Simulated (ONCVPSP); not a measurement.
**cadmium, ONCV: configuration errors across variants**

```
Element                 : Cd (Z = 48)
Generator               : ONCVPSP 4.0.1
Type                    : optimised norm-conserving Vanderbilt (ONCV)
Functional              : Wu-Cohen
Relativity              : scalar-relativistic
Frozen core             : [Kr]
Valence charge          : 12
Reference configuration : 4d10 5s2
Partial waves           : 5s: rc 1.90 bohr, ncon 3, nbas 7, qcut 2.7 1/bohr, 2 projectors, debl 0.4 Ha; p scattering state at 0.07 Ha: rc 2.00 bohr, ncon 3, nbas 7, qcut 4.6 1/bohr, 2 projectors, debl 2 Ha; 4d: rc 1.80 bohr, ncon 4, nbas 9, qcut 8.7 1/bohr, 2 projectors, debl 3.3 Ha
Local potential         : polynomial inside 1.55 bohr (lpopt 2, dvloc0 2 Ha)
Core correction         : none
```

All-electron excitation energies from the reference (eV): (1) 4d10 5s1 9.314; (2) 4d10 5s0 26.406; (3) 4d9 5s0 64.427; (4) 4d8 5s0 118.497.

2 further variants failed, have other tests or too few solved ones, and are left out.

A true bound ghost makes a file unfit for plane-wave use even where its test errors are small: the radial tests pick states by their node count and pass the ghost by.

Errors AE − PS in meV (a dash: test not solved or not reliable):

| change | (1) | (2) | (3) | (4) | bound ghosts | GHOST(+) flags above zero |
| --- | --- | --- | --- | --- | --- | --- |
| base | -7.1 | -17 | +26 | -38 | p | s |
| p: qcut 2.9 | -7.1 | -17 | +26 | -38 | none | s |
| p: qcut 3.5 | -7.1 | -17 | +26 | -38 | none | s, p |
| p: qcut 3.9 | -7.1 | -17 | +26 | -38 | none | s, p |
| p: qcut 4.7 | -7.1 | -17 | +26 | -38 | p | s |
| p: qcut 5.3 | -7.1 | -17 | +26 | -38 | p | s |

**Question.** Give the same row for: p: qcut 5.6.

**Answer.** -7.1, -17, +26, -38; bound ghosts: p; GHOST(+) flags above zero: s.
